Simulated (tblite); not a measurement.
Species: C7H15P.
Geometry (GFN2-xTB, Å), atoms numbered from 1 in this order:
```xyz
23
C7H15P angstrom
C      3.4096    0.7666    0.4490
C      2.1755    1.0016   -0.4185
C      0.9915    0.2206    0.1024
C      0.8758   -1.2393   -0.2469
P     -0.4093   -0.1802   -1.0410
C     -1.7897   -0.3498    0.2354
C     -2.7947   -1.3930   -0.2425
C     -2.4618    1.0047    0.4360
H      3.2235    1.0947    1.4698
H      4.2610    1.3197    0.0590
H      3.6632   -0.2911    0.4712
H      1.9371    2.0684   -0.4287
H      2.3852    0.6979   -1.4470
H      0.7127    0.4909    1.1179
H      0.5710   -1.9350    0.5240
H      1.6279   -1.6401   -0.9145
H     -1.3516   -0.6810    1.1847
H     -3.5941   -1.5151    0.4870
H     -3.2369   -1.0871   -1.1891
H     -2.3092   -2.3565   -0.3888
H     -1.7411    1.7450    0.7797
H     -3.2592    0.9291    1.1741
H     -2.8912    1.3559   -0.5007
```

All values are computed: GFN2-xTB (tblite) harmonic vibrations without scaling, gas phase. Against measured fundamentals such values can be off by several per cent, at times by over 20. One conformer, not necessarily the lowest.

Harmonic wavenumbers (cm⁻¹): 40.5, 77.4, 115.5, 140.0, 202.7, 214.3, 218.1, 240.9, 283.1, 296.7, 343.4, 420.4, 432.9, 645.6, 691.5, 732.2, 815.8, 825.2, 873.8, 930.1, 937.3, 942.9, 982.1, 999.2, 1008.9, 1040.1, 1054.1, 1089.5, 1130.9, 1153.1, 1166.6, 1182.9, 1241.6, 1244.6, 1291.8, 1302.0, 1348.7, 1405.6, 1411.0, 1415.7, 1418.3, 1489.8, 1490.6, 1494.1, 1500.4, 1501.0, 1502.8, 1506.1, 2894.5, 2958.9, 2973.8, 2987.0, 3006.9, 3011.2, 3015.5, 3018.8, 3025.2, 3026.3, 3027.5, 3032.5, 3036.4, 3040.4, 3055.3.

A = 3675, B = 847.6, C = 780.0 MHz; mass 130.091 u (most abundant isotopes); point group C1, symmetry number 1.

Zero-point energy?

Half the sum of the wavenumbers: 44451 cm⁻¹ = 531.75 kJ/mol.

Give the ideal-gas entropy at 400 K and 1 bar in the rigid-rotor, harmonic-oscillator model (classical rotation).

Translation 175.68, rotation 126.14, vibration 180.86: S = 482.7 J/(mol K).

And Cp and H(400 K) − H(0)?

Cp = 221.46 J/(mol K), of which vibrations give 188.20 (their classical limit is 63 R = 523.8); H(400 K) − H(0) = 51.08 kJ/mol without the zero-point energy, 37.77 from vibrations.

What must be added to the electronic energy to get the Gibbs energy at 400 K and 1 bar?

ZPE + [H(400 K) − H(0)] − T·S = 531.75 + 51.08 − 193.07 = 389.76 kJ/mol.

Which modes carry the vibrational entropy at 400 K?

40.5 cm⁻¹: 24.34; 77.4 cm⁻¹: 18.97; 115.5 cm⁻¹: 15.68; 140.0 cm⁻¹: 14.11; 202.7 cm⁻¹: 11.12; 214.3 cm⁻¹: 10.68 J/(mol K); the other 57 give 85.96 together.

Blend soft modes into free rotors: weight 1/[1 + (100 cm⁻¹/ν̃)⁴] for the oscillator and the rest for a rotor with moment μB/(μ + B), μ = h/(8π²ν), B = 10⁻⁴⁴ kg m². What vibrational entropy results?

168.47 J/(mol K) in place of 180.86, which changes −T·S at 400 K by +4.96 kJ/mol.

Hindered rotation and anharmonicity are outside this model. Other conformers, if any are populated, would add a mixing term that is left out. The structure is chiral; the term R ln 2 for an equal mix with its mirror image is left out.
